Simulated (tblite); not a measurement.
Species: C₅H₇F₃N₂.
Atom-mapped SMILES: `[CH2:1]=[CH:2][N:3]([CH3:4])/[N:5]=[CH:6]/[C:7]([F:8])([F:9])[F:10]` (hydrogens: H11, H12 on C1; H13 on C2; H14, H15, H16 on C4; H17 on C6)

Geometry (GFN2-xTB, Å), atoms numbered from 1 in this order:
```
atom  x, y, z in Å
C1    -2.804    1.040   -0.265
C2    -1.483    1.090   -0.167
N3    -0.621    0.079    0.230
C4    -1.070   -1.228    0.653
N5     0.648    0.392    0.188
C6     1.602   -0.398    0.493
C7     2.991    0.141    0.385
F8     3.892   -0.761    0.809
F9     3.192    1.251    1.116
F10    3.342    0.459   -0.875
H11   -3.346    1.909   -0.588
H12   -3.398    0.172   -0.041
H13   -0.936    1.989   -0.416
H14   -2.152   -1.247    0.694
H15   -0.674   -1.451    1.646
H16   -0.724   -1.994   -0.047
H17    1.535   -1.431    0.824
```

Level: GFN2-xTB in tblite, geometry and Hessian alike; calculated harmonic values, unscaled, isolated species. The method is semi-empirical: single wavenumbers can be off by several per cent or more. One conformer, not necessarily the lowest. The optimisation stopped once no atom felt more than 0.01 eV/Å.

Lowest wavenumbers of the output (negative numbers stand for imaginary wavenumbers):
```
mode    cm-1
  1     -28.0
  2     -17.4
  3      91.3
  4      99.0
  5     163.4
  6     211.0
  7     232.5
  8     294.9
  9     365.1
 10     371.9
 11     389.3
 12     456.9
 13     516.8
 14     519.8
 15     563.5
```

Task: Is this structure a minimum?

Result: Not by this Hessian. 1 mode is imaginary beyond 20i (28i cm⁻¹), and 1 more slightly so (17.4i). The curvature is small, so loose convergence or finite differences may be the whole cause.

Task: Which atoms move in the imaginary modes?

Result: 28i: H16 (methyl hydrogen) 17 %, H14 (methyl hydrogen) 16 %, H15 (methyl hydrogen) 14 %, C1 (terminal =CH2 carbon) 11 %; 17i: F8 (fluorine of a CF3 group) 17 %, C4 (N-methyl carbon) 17 %, F10 (fluorine of a CF3 group) 16 %, F9 (fluorine of a CF3 group) 16 %. These are shares of the mass-weighted motion.

Task: What is the remedy?

Result: Step along such a mode in both directions, optimise again with tighter thresholds and repeat the frequencies. The zero-point energy of this point (74.3 kcal/mol) counts the 43 real modes alone, and thermal corrections from it aren't those of a minimum.
